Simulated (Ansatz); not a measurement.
The cluster ZrCu4⁺ was relaxed with PBE-D4 (def2-SVP) in Ansatz in these states: charge +1 doublet, charge +1 quartet. The geometries follow in no particular order.

In the def2 sets Zr takes a core potential; there is no spin–orbit coupling.

A:

```xyz
5

Zr    0.217   -0.888   -1.213
Cu    1.830    0.731   -0.063
Cu    0.329   -0.607    1.309
Cu   -0.512    1.359   -0.281
Cu   -1.863   -0.595    0.249
```

B:

| atom | x (Å) | y (Å) | z (Å) |
| --- | --- | --- | --- |
| Zr1 | 1.206 | 0.623 | -0.852 |
| Cu2 | -1.349 | 0.409 | -1.446 |
| Cu3 | -0.742 | 0.795 | 0.874 |
| Cu4 | -0.333 | -1.350 | -0.114 |
| Cu5 | 1.218 | -0.476 | 1.538 |

Question: Judge from the bond lengths which geometry belongs to which state (an estimate).

Answer: A is the charge +1 doublet (Cu3–Cu4 2.665 Å, Zr1–Cu5 2.559 Å, Zr1–Cu2 2.559 Å); B is the charge +1 quartet (Cu3–Cu4 2.396 Å, Zr1–Cu5 2.631 Å, Zr1–Cu2 2.631 Å).
